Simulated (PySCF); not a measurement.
## Structure from 2D NMR

Compound of formula C7H9NSi. Correlations simulated from computed shifts and the bond graph:

HSQC (one-bond C–H):
```
  δH     δC
8.40  166.8
6.97  156.3
6.92  149.3
6.89  156.5
3.90   51.8
```

COSY cross peaks (H two or three bonds apart, from the bond graph; peaks can be absent where the dihedral angle is near 90°):
```
  δH    δH
6.92  6.89
6.92  3.90
```

HMBC (two and three bonds, from the bond graph):
```
  δH                                       δC
8.40                       156.3, 156.2, 51.8
6.97          166.8, 156.5, 156.2, 51.8, 47.9
6.92                 156.5, 156.2, 51.8, 47.9
6.89                 156.3, 149.3, 51.8, 47.9
4.10                 156.5, 156.3, 51.8, 47.9
3.90  166.8, 156.5, 156.3, 156.2, 149.3, 47.9
```

Carbons without hydrogens: δ 156.2, 47.9.

- geometry: GFN2-xTB
- shielding tensors at PBE0/pcSseg-1 (GIAO)
- program: PySCF
- non-relativistic Hamiltonian, one averaged value for each set of equivalent atoms, one computed conformer, in vacuum

Referencing at the same level of theory: TMS for ¹H, ¹³C.

Exchangeable hydrogens are left out of these lists.

Q: Which molecule is this?

A: `C(=N/[H])/C1=C[C@@]2([SiH3])C=C[C@@H]12`.

Numbering as in the mapped SMILES `[H]/[N:2]=[CH:3]\[C:4]1=[CH:5][C@@:6]2([SiH3:7])[CH:8]=[CH:9][C@@H:10]12`. Each H is labelled by its parent atom.

- δC 166.8 is C3, a C=N carbon (δH 8.40).
- δC 156.5 is C8, an alkene CH (δH 6.89).
- δC 156.3 is C5, an alkene CH (δH 6.97).
- δC 156.2 is C4, a fully substituted alkene carbon.
- δC 149.3 is C9, an alkene CH (δH 6.92).
- δC 51.8 is C10, an allylic sp3 CH (δH 3.90).
- δC 47.9 is C6, an allylic fully substituted sp3 carbon bonded to Si.
- HMBC from δH 8.40 reaches the proton-free carbon C4.
- HMBC from δH 6.97 reaches the proton-free carbons C4, C6.
- HMBC from δH 6.92 reaches the proton-free carbons C4, C6.
- HMBC from δH 6.89 reaches the proton-free carbon C6.
- COSY links 6.92–6.89, 6.92–3.90.

This is the structure that produced the data.

The OH or NH signal is concentration- and solvent-dependent in practice; the value given is the gas-phase one. Shifts are as computed. Against solution values, carbons near 30 ppm lie about +3 ppm off and those near 130 ppm about +5 ppm. Of 1309 compounds with measured shifts, 239 miss one by over three times the rms of a fit or turn the order of signals round; such compounds aren't used in these exercises.
